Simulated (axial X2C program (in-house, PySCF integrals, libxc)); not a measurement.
## LiAu: bond constants with and without spin–orbit coupling

Computed with an axial X2C code built on PySCF integrals. Spin-free means the one-electron spin-free X2C Hamiltonian; two-component (2c) means X2C with spin–orbit coupling and atomic mean-field two-electron Coulomb and Gaunt terms, so the difference of the two also holds small scalar two-electron terms. Basis: Au dyall-cv3z [13s14p9d6f4g], Li dyall-cv3z [7s8p2d] (cores contracted in-house); Gaussian nuclei, density fitting, unrestricted open shells. Masses: Au 196.967 u, Li 7.016 u.

Input file and command:
```json
{
 "zs": [
  79,
  3
 ],
 "q": 0,
 "bas": [
  "dyall-cv3z",
  "dyall-cv3z"
 ],
 "levels": [
  "PBE0",
  "HF",
  "PBEsol"
 ],
 "cc": true,
 "r0": 2.57,
 "thr": -2.0,
 "nmax": 90,
 "npts": 10,
 "nst": 2,
 "ntry": 6
}
```
```bash
python so2c.py task.json out
```

Keys: zs atomic numbers; q charge; bas basis sets; levels methods; cc coupled cluster on or off; r0 starting distance in Å; thr threshold in hartree for freezing inner shells (an s shell follows its p shell); nmax most natural virtual spinors; npts points on the curve; nst determinants followed; ntry starts of the search. HF also brings MP2.

State, spin-free: M_S = 0, Λ = 0 (closed shell); electrons by block: σα: 15, σβ: 15, π+α: 8, π+β: 8, π-α: 8, π-β: 8, δ+α: 4, δ+β: 4, δ-α: 4, δ-β: 4, φ+α: 1, φ+β: 1, φ-α: 1, φ-β: 1. Fragments: Au + Li.

State, 2c: Ω = 0 (closed shell); electrons by block: 1/2: 23, -1/2: 23, 3/2: 12, -3/2: 12, 5/2: 5, -5/2: 5, 7/2: 1, -7/2: 1. Fragments: Au + Li.

```json
{"Hamiltonian": "spin-free", "level": "PBE0", "Re (Å)": "2.272", "ωe (cm⁻¹)": "465.6", "ωexe (cm⁻¹)": "2.73", "Be (cm⁻¹)": "0.482", "αe (cm⁻¹)": "0.00448", "De (eV)": "2.71", "D0 (eV)": "2.68", "k (mdyn/Å)": "0.865", "μ (D)": "5.79"}
{"Hamiltonian": "spin-free", "level": "HF", "Re (Å)": "2.369", "ωe (cm⁻¹)": "408.6", "ωexe (cm⁻¹)": "2.21", "Be (cm⁻¹)": "0.4434", "αe (cm⁻¹)": "0.00424", "De (eV)": "1.27", "D0 (eV)": "1.24", "k (mdyn/Å)": "0.666", "μ (D)": "5.31"}
{"Hamiltonian": "spin-free", "level": "MP2", "Re (Å)": "2.257", "ωe (cm⁻¹)": "493.1", "ωexe (cm⁻¹)": "2.69", "Be (cm⁻¹)": "0.4885", "αe (cm⁻¹)": "0.00442", "De (eV)": "3.00", "D0 (eV)": "2.97", "k (mdyn/Å)": "0.97", "μ (D)": "n/a"}
{"Hamiltonian": "spin-free", "level": "CCSD", "Re (Å)": "2.294", "ωe (cm⁻¹)": "460.5", "ωexe (cm⁻¹)": "2.52", "Be (cm⁻¹)": "0.4729", "αe (cm⁻¹)": "0.00441", "De (eV)": "2.81", "D0 (eV)": "2.78", "k (mdyn/Å)": "0.846", "μ (D)": "n/a"}
{"Hamiltonian": "spin-free", "level": "CCSD(T)", "Re (Å)": "2.290", "ωe (cm⁻¹)": "466.4", "ωexe (cm⁻¹)": "2.52", "Be (cm⁻¹)": "0.4746", "αe (cm⁻¹)": "0.00437", "De (eV)": "2.97", "D0 (eV)": "2.94", "k (mdyn/Å)": "0.868", "μ (D)": "n/a"}
{"Hamiltonian": "spin-free", "level": "PBEsol", "Re (Å)": "2.250", "ωe (cm⁻¹)": "478.1", "ωexe (cm⁻¹)": "2.76", "Be (cm⁻¹)": "0.4913", "αe (cm⁻¹)": "0.00448", "De (eV)": "3.17", "D0 (eV)": "3.14", "k (mdyn/Å)": "0.912", "μ (D)": "5.88"}
{"Hamiltonian": "2c", "level": "PBE0", "Re (Å)": "2.272", "ωe (cm⁻¹)": "466.2", "ωexe (cm⁻¹)": "2.72", "Be (cm⁻¹)": "0.4821", "αe (cm⁻¹)": "0.00446", "De (eV)": "2.73", "D0 (eV)": "2.70", "k (mdyn/Å)": "0.867", "μ (D)": "5.78"}
{"Hamiltonian": "2c", "level": "HF", "Re (Å)": "2.367", "ωe (cm⁻¹)": "410.7", "ωexe (cm⁻¹)": "2.22", "Be (cm⁻¹)": "0.4442", "αe (cm⁻¹)": "0.00423", "De (eV)": "1.29", "D0 (eV)": "1.26", "k (mdyn/Å)": "0.673", "μ (D)": "5.32"}
{"Hamiltonian": "2c", "level": "MP2", "Re (Å)": "2.257", "ωe (cm⁻¹)": "493.5", "ωexe (cm⁻¹)": "2.68", "Be (cm⁻¹)": "0.4886", "αe (cm⁻¹)": "0.00441", "De (eV)": "3.03", "D0 (eV)": "3.00", "k (mdyn/Å)": "0.972", "μ (D)": "n/a"}
{"Hamiltonian": "2c", "level": "CCSD", "Re (Å)": "2.293", "ωe (cm⁻¹)": "461.3", "ωexe (cm⁻¹)": "2.52", "Be (cm⁻¹)": "0.4732", "αe (cm⁻¹)": "0.00441", "De (eV)": "2.84", "D0 (eV)": "2.81", "k (mdyn/Å)": "0.849", "μ (D)": "n/a"}
{"Hamiltonian": "2c", "level": "CCSD(T)", "Re (Å)": "2.289", "ωe (cm⁻¹)": "466.9", "ωexe (cm⁻¹)": "2.53", "Be (cm⁻¹)": "0.4749", "αe (cm⁻¹)": "0.00438", "De (eV)": "2.99", "D0 (eV)": "2.96", "k (mdyn/Å)": "0.87", "μ (D)": "n/a"}
{"Hamiltonian": "2c", "level": "PBEsol", "Re (Å)": "2.251", "ωe (cm⁻¹)": "478.0", "ωexe (cm⁻¹)": "2.75", "Be (cm⁻¹)": "0.4911", "αe (cm⁻¹)": "0.00447", "De (eV)": "3.19", "D0 (eV)": "3.16", "k (mdyn/Å)": "0.912", "μ (D)": "5.86"}
```

Correlated methods: 12 electrons correlated (number of frozen shells: Au 5 s, 4 p, 2 d, 1 f; Li 1 s), 262 virtual spin orbitals or spinors in MP2, 90 natural virtuals in coupled cluster.

Dipoles are positive if Li is the positive end.

The state is one determinant whose occupation by symmetry is held fixed; it was picked as the lowest of a PBE0 search that is not exhaustive. Closed shells are restricted here (equal orbitals for both partners); the stretched side of such a curve lies too high. De is counted from the lowest determinant-based energies of the atoms at the same level, without counterpoise correction. CCSD and (T) use frozen natural virtuals with an MP2 correction for the truncation; (T) itself is uncorrected, so its De runs slightly low. The T1 diagnostic is large, a sign of multireference character.

Rough cost a point (2c) on 1 thread(s) of a shared host, integrals apart: PBE0 1.2 s, HF 0.9 s, CCSD(T) 5 s, PBEsol 0.6 s.

The whole task took 2.9 min on 1 thread of Arm Neoverse V1 (shared host).
